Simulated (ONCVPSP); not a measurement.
**What one change does to a pseudopotential (Ce, ONCV)**

- Element: cerium (Ce)
- Generator: ONCVPSP 4.0.1
- Type: optimised norm-conserving Vanderbilt (ONCV)
- Functional: PBEsol
- Relativity: scalar-relativistic
- Frozen core: [Kr] 4d10
- Valence charge: 12
- Reference configuration: 4f1 5s2 5p6 5d1 6s1.75 (charge +0.25)
- Partial waves: 5s+6s: rc 2.85 bohr, ncon 3, nbas 6, qcut 4.6 1/bohr, 2 projectors; 5p: rc 1.70 bohr, ncon 4, nbas 8, qcut 5 1/bohr, 2 projectors, debl 2.7 Ha; 5d: rc 2.65 bohr, ncon 4, nbas 9, qcut 4.1 1/bohr, 1 projector; 4f: rc 1.20 bohr, ncon 4, nbas 9, qcut 12.4 1/bohr, local
- Local potential: the f channel
- Core correction: polynomial model core, fcfact 0.6

All-electron outer shells of the reference configuration (PBEsol, scalar-relativistic, ld1.x):

```json
{"shell": "4d", "level (eV)": "-111.78", "outermost node (bohr)": "0.31", "outermost maximum (bohr)": "0.66"}
{"shell": "5s", "level (eV)": "-41.99", "outermost node (bohr)": "0.75", "outermost maximum (bohr)": "1.37"}
{"shell": "5p", "level (eV)": "-24.60", "outermost node (bohr)": "0.81", "outermost maximum (bohr)": "1.55"}
{"shell": "4f", "level (eV)": "-6.80", "outermost node (bohr)": "–", "outermost maximum (bohr)": "0.71"}
{"shell": "6s", "level (eV)": "-4.91", "outermost node (bohr)": "1.81", "outermost maximum (bohr)": "3.68"}
{"shell": "5d", "level (eV)": "-4.37", "outermost node (bohr)": "0.92", "outermost maximum (bohr)": "2.15"}
```

Change: s: qcut 5.4; p: qcut 5.9; d: qcut 4.9; f: qcut 14.7.

Cutoffs: the cutoffs (Ha) at which the residual kinetic energy of the hardest occupied pseudo-wave falls to 1 and 0.1 mHa per electron; they do not see the model core or the augmentation charge, which bear on the density cutoff. Errors are all-electron minus pseudo energies relative to the spin-unpolarised reference configuration.

Question: How do hardness, ghosts and transferability respond?

Answer: The potential gets neither clearly harder nor softer (72 Ha and 131 Ha → 86 Ha and 95 Ha); both files keep a bound ghost (d, p, s); the lowest positive-energy flag moves from none to s at 48.3 eV; of the 4 tests that both files solve, the error grows in 0 and shrinks in 1 by more than 15 % and 0.3 meV (median size 2.9 → 3.0 meV); the range in which the d phases agree narrows (upper end at the end of the scan → 1.4).

```tsv
quantity	base	changed
cutoff, loose	72 Ha	86 Ha
cutoff, tight	131 Ha	95 Ha
loose cutoff by channel	s 5.7 Ha, p 17 Ha, d 6.1 Ha, f 72 Ha	s 6.8 Ha, p 15 Ha, d 6.4 Ha, f 86 Ha
bound ghosts	s, p, d	s, p, d
GHOST(+) flags under 300 eV	none	s at 48.3 eV
error for 4f1 5s2 5p6 5d1 6s2, meV [ΔE -1.08 eV]	+0.2	+0.2
error for 4f1 5s2 5p6 5d1 6s1, meV [ΔE 5.02 eV]	-1.6	-1.5
error for 4f1 5s2 5p6 5d1 6s0, meV [ΔE 16.06 eV]	-9.2	-7.8
error for 4f1 5s2 5p6 5d0 6s0, meV [ΔE 35.19 eV]	-4.2	-4.5
s: phases at 2.89 bohr within 0.05 rad from the reference energy up to (Ha; the scan ends near 5)	1.6	1.5
p: phases at 1.73 bohr within 0.05 rad from the reference energy up to (Ha; the scan ends near 5)	4.9	4.8
d: phases at 2.69 bohr within 0.05 rad from the reference energy up to (Ha; the scan ends near 5)	to the end of the scan	1.4
f: phases at 1.22 bohr within 0.05 rad from the reference energy up to (Ha; the scan ends near 5)	1.7	2.1
rms error of d²Exc/dni dnj with the model core, mHa	2.02	1.84
```

 A true bound ghost makes a file unfit for plane-wave use even where its test errors are small: the radial tests pick states by their node count and pass the ghost by.
